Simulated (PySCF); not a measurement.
# Dipole moment and polarisability of `Fc1cccc(F)c1F`

Species: C6H3F3.
Numbering: `[F:1][c:2]1[cH:3][cH:4][cH:5][c:6]([F:7])[c:8]1[F:9]` (hydrogens: H10 on C3; H11 on C4; H12 on C5)

Geometry (PBE0-D3(BJ)/def2-SVP, Å), atoms numbered from 1 in this order:
```xyz
12
C6H3F3 angstrom
F     -0.7549    2.5560   -0.3620
C     -0.4159    1.2871   -0.1837
C     -1.3763    0.3331    0.1273
C     -0.9855   -0.9921    0.3087
C      0.3516   -1.3639    0.1826
C      1.2979   -0.3961   -0.1290
F      2.5775   -0.7171   -0.2559
C      0.9272    0.9354   -0.3160
F      1.8347    1.8495   -0.6149
H     -2.4165    0.6483    0.2218
H     -1.7349   -1.7473    0.5527
H      0.6820   -2.3945    0.3206
```

Level: CAM-B3LYP/def2-SVPD (PySCF), static field, nuclei fixed, core orbitals frozen in the response. The polarisability tensor in these axes (au):

```
x   81.00 -1.16 -5.51
y   -1.16 80.57 -6.86
z   -5.51 -6.86 43.60
```

Problem. Diagonalise the tensor; give its mean and Δα, where Δα² is half the sum of the squared differences of the eigenvalues.

Solution. Principal values 41.56, 81.64 and 81.96 au; mean 68.39 au = 10.13 Å³ = 11.28 × 10⁻⁴⁰ C²·m²/J; Δα = 40.24 au (59 % of the mean).

Problem. What is the dipole moment, and where does it point?

Solution. (-2.07, -2.09, 0.68) D, 3.02 D in size, pointing from the negative to the positive side. Measured along this direction, the outermost atoms are F9 at the negative end and H11 at the positive end.

Problem. Find the Langevin capture rate constant for H3O+ (19.018 u) meeting this molecule (132.019 u), k = 2.342 × 10⁻⁹ cm³/s × √(α in Å³ / reduced mass in u).

Solution. The reduced mass is 16.62 u, so k = 1.83 × 10⁻⁹ cm³/s. The formula leaves out the permanent dipole, which adds to the capture rate.

Problem. Molar refractivity from α?

Solution. Lorentz–Lorenz: R = (4π/3)N_A α = 2.5225 cm³/(mol·Å³) × 10.13 Å³ = 25.6 cm³/mol, in the limit of long wavelengths.

Problem. Traceless (Buckingham) quadrupole moment about the centre of nuclear charge: eigenvalues?

Solution. -2.33, -1.25, 3.57 D·Å. The values depend on the origin, since the dipole doesn't vanish. The electronic extent ⟨r²⟩ about the same centre is 1030 bohr², a root-mean-square distance of 2.09 Å for the 66 electrons.

Problem. Form Σ f/ω² (atomic units) for the 10 lowest TDDFT singlets, given as eV and f, and set it beside the mean polarisability, which is this sum over all singlets: 5.45, 0.0000; 6.19, 0.0002; 6.66, 0.0061; 6.84, 0.0000; 7.09, 0.5736; 7.13, 0.6055; 7.51, 0.0000; 7.52, 0.0136; 8.24, 0.0275; 8.37, 0.0000.

Solution. They add up to 17.84 au, 26.1 % of the 68.39 au; the largest single term is 8.81 au, from the state at 7.13 eV. Terms in order: 0.00, 0.00, 0.10, 0.00, 8.45, 8.81, 0.00, 0.18, 0.30, 0.00 au. Higher excitations give the rest. The strengths listed sum to 1.226.

Problem. In a dilute gas of rigid molecules at 500 K, how does the orientational term μ²/3kT compare with the electronic polarisability?

Solution. In Gaussian units μ²/3kT = 43.94 Å³ against 10.13 Å³, a ratio of 4.34; the Debye molar polarisation (4π/3)N_A(α + μ²/3kT) is 136.4 cm³/mol, leaving out the vibrational part.

Geometry: PBE0-D3(BJ)/def2-SVP; no solvent, vibrations or thermal averaging.

The run behind these numbers computed excited states and ΔSCF ions as well. The run took 96 s wall, 85 s CPU on an x86-64 server with one thread, on a shared host.
